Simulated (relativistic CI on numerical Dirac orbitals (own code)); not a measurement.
Ni⁶⁺: calculation against measurement

Calculated at this level of theory: Dirac-Coulomb-Breit CI, separate exchange-only KLI orbitals for each configuration, a model potential for QED, unscaled Slater integrals (own radial code, finite nucleus).

Configuration list (outside the closed core [Ne]): 3s²3p⁶3d⁴, 3s²3p⁵3d⁵, 3s²3p⁶3d³4s, 3s²3p⁶3d³4p, 3s3p⁶3d⁵, 3s²3p⁶3d³4d, 3s²3p⁶3d³5s, 3s²3p⁶3d³4f, 3s²3p⁶3d³5p, 3s²3p⁶3d³5d, 3s²3p⁶3d³6s, 3s²3p⁶3d³5f, 3s²3p⁶3d³5g, 3s²3p⁶3d³6p, 3s²3p⁶3d³6d, 3s²3p⁶3d²4s4p, 3s²3p⁵3d⁴4s, 3s²3p⁵3d⁴4p, 3s²3p⁶3d²4p4d, 3s²3p⁵3d⁴4d, 3s²3p⁵3d⁴5s, 3s²3p⁶3d²4s², 3s²3p⁶3d4s²4p, 3s²3p⁶3d4s²4d, 3s²3p⁶3d4s²5s, 3p⁶3d⁶, 3p⁵3d⁷, 3s²3p⁶3d²4p², 3s²3p⁶3d4s4p², 3s²3p⁶3d4p³, 3s²3p⁶3d4p²4d, 3s²3p⁶3d4p²5s, 3s²3p⁶3d²4s4d, 3s²3p⁶3d4s4p4d, 3s²3p⁶3d4s4d², 3s²3p⁶3d4s4d5s. Double excitations out of closed p, d and f shells are left out; levels of such configurations are missing from the list, as are those of other unlisted configurations, and high levels can miss mixing partners. These lack a partner that the ground configuration has and come out too high: 3s²3p⁵3d⁴4s, 3s²3p⁵3d⁴4p, 3s²3p⁵3d⁴4d, 3s²3p⁵3d⁴5s.

```csv
Configuration,Term (tabulated),J,Measured (cm⁻¹),Computed,Error,Purity (%)
3s²3p⁶3d⁴,5D,0,0.0,0,0,99
3s²3p⁶3d⁴,5D,1,279.0,266,-13,99
3s²3p⁶3d⁴,5D,2,804.0,769,-35,100
3s²3p⁶3d⁴,5D,3,1520.0,1466,-54,100
3s²3p⁶3d⁴,5D,4,2392.0,2320,-72,100
3s²3p⁶3d⁴,3P,0,30077.0,34538,4461,98
3s²3p⁶3d⁴,3H,4,31672.0,34487,2815,96
3s²3p⁶3d⁴,3P,1,31836.0,36234,4398,99
3s²3p⁶3d⁴,3H,5,32286.0,35041,2755,98
3s²3p⁶3d⁴,3H,6,32877.0,35595,2718,99
3s²3p⁶3d⁴,3F,2,34247.0,38141,3894,99
3s²3p⁶3d⁴,3F,3,34317.0,38178,3861,90
3s²3p⁶3d⁴,3P,2,34555.0,38896,4341,99
3s²3p⁶3d⁴,3F,4,34576.0,38396,3820,89
3s²3p⁶3d⁴,3G,3,38160.0,41881,3721,90
3s²3p⁶3d⁴,3G,4,38746.0,42448,3702,90
3s²3p⁶3d⁴,3G,5,39247.0,42892,3645,98
3s²3p⁶3d³4p,5D°,3,468690.0,464711,-3979,77
3s²3p⁶3d³4p,5D°,1,469175.0,465154,-4021,67
3s²3p⁶3d³4p,5D°,4,469844.0,465732,-4112,93
3s²3p⁶3d³4p,5F°,3,471096.0,467418,-3678,78
3s²3p⁶3d³4p,3D°,2,471976.0,468460,-3516,62
3s²3p⁶3d³4p,5F°,4,472067.0,468484,-3583,90
3s²3p⁶3d³4p,5F°,5,472907.0,469401,-3506,90
3s²3p⁶3d³4p,3D°,3,473360.0,469841,-3519,83
3s²3p⁶3d³4p,3G°,3,476258.0,473653,-2605,97
3s²3p⁶3d³4p,3G°,4,477261.0,474607,-2654,94
3s²3p⁶3d³4p,3G°,5,478534.0,475823,-2711,91
3s²3p⁶3d³4p,3F°,2,479950.0,477765,-2185,96
3s²3p⁶3d³4p,3F°,3,481091.0,478874,-2217,95
3s²3p⁶3d³4p,3F°,4,482229.0,480033,-2196,96
3s²3p⁶3d³4p,5P°,1,486151.0,486223,72,89
3s²3p⁶3d³4p,5P°,2,487207.0,487265,58,90
3s²3p⁶3d³4p,5P°,3,488665.0,488688,23,93
3s²3p⁶3d³4p,3G°,3,493743.0,493217,-526,77
3s²3p⁶3d³4p,3G°,4,495087.0,494576,-511,69
3s²3p⁶3d³4p,3G°,5,496340.0,495509,-831,83
3s²3p⁶3d³4p,3G°,5,511464.0,511296,-168,86
3s²3p⁶3d³4p,3G° †,4,511698.0,511644,-54,89
3s²3p⁶3d³4p,3G° †,3,511991.0,511266,-725,87
```

Measured levels from Corliss and Sugar, J. Phys. Chem. Ref. Data 10, 197 (1981); pairs were made by configuration, J and term (by order where the table uses no LS term), so strongly mixed levels may be paired wrongly.

Mean error by configuration (cm⁻¹): 3s²3p⁶3d⁴ 2747; 3s²3p⁶3d³4p -2208. Over the excited levels the mean absolute error is 2459 cm⁻¹ (39 of the 42 excited levels that our extract of the source holds in range could be paired, and the others can miss by more), and the median relative error of those above 1,000 cm⁻¹ is 0.78 %. † marks terms whose computed intervals miss the measured ones by more than a factor of 2.5, or configurations far off the rest, from wrong mixing, a near crossing or a doubtful label or measurement; they are left out of the means.
